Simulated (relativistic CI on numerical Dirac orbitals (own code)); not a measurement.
## d6 in a ligand field

Computed with a parametric ligand-field model of a d^n configuration (Racah B and C, spin-orbit zeta, crystal field), exact diagonalisation.

Field parameters in Wybourne normalisation: Oh B⁴₀ = 21Dq, B⁴₄ = √(5/14) B⁴₀; Td as Oh with Dq negative (B⁴₀ = 21Dq, B⁴₄ = √(5/14) B⁴₀). The field is a parameter set, without covalency.

(1) Lowest levels for B = 850, C = 3580, ζ = 630 cm⁻¹, Td, 10Dq = -6800 cm⁻¹?

(2) Lowest levels for B = 510, C = 2300, ζ = 680 cm⁻¹, Oh, 10Dq = 13950 cm⁻¹?

(3) Lowest levels for B = 320, C = 1570, ζ = 480 cm⁻¹, Oh, 10Dq = 37250 cm⁻¹?

(4) Lowest levels for B = 890, C = 3960, ζ = 370 cm⁻¹, Oh, 10Dq = 31500 cm⁻¹?

(5) Lowest levels for B = 740, C = 2640, ζ = 210 cm⁻¹, Oh, 10Dq = 15200 cm⁻¹?

Answers

(1) A1 0 (S 2.00), T1 29 (S 2.00), E 57 (S 2.00), T2 96 (S 2.00), A2 136 (S 2.00), T2 6429 (S 2.00), T1 6770 (S 2.00), E 6779 (S 2.00), T2 7231 (S 2.00) cm⁻¹, with S from ⟨S²⟩ = S(S + 1). The ground level has 2.99 electrons in the cubic e pair.

(2) A1 0 (S 0.07), E 7116 (S 1.28), T2 7201 (S 1.23), T1 7352 (S 1.40), A1 7599 (S 1.47), T2 8013 (S 1.96), T1 8353 (S 1.93), E 8632 (S 1.77), T2 9214 (S 1.87) cm⁻¹, with S from ⟨S²⟩ = S(S + 1). The ground level has 0.09 electrons in the cubic e pair.

(3) A1 0 (S 0.00), E 32517 (S 1.00), T2 32545 (S 1.00), T1 32819 (S 1.00), A1 33001 (S 1.00), T1 34931 (S 0.94), E 35066 (S 1.00), T2 35311 (S 1.00), A2 35440 (S 1.00) cm⁻¹, with S from ⟨S²⟩ = S(S + 1). The ground level has 0.01 electrons in the cubic e pair.

(4) A1 0 (S 0.00), E 20282 (S 1.00), T2 20287 (S 1.00), T1 20530 (S 1.01), A1 20672 (S 1.01), T1 26111 (S 1.01), E 26157 (S 1.02), T2 26425 (S 1.01), A2 26577 (S 1.00) cm⁻¹, with S from ⟨S²⟩ = S(S + 1). The ground level has 0.04 electrons in the cubic e pair.

(5) A1 0 (S 0.01), T2 7194 (S 1.99), E 7239 (S 1.91), T1 7262 (S 1.92), A1 7301 (S 1.85), T2 7355 (S 1.83), T1 7362 (S 1.93), E 7822 (S 1.14), T2 7883 (S 1.27) cm⁻¹, with S from ⟨S²⟩ = S(S + 1). The ground level has 0.06 electrons in the cubic e pair.
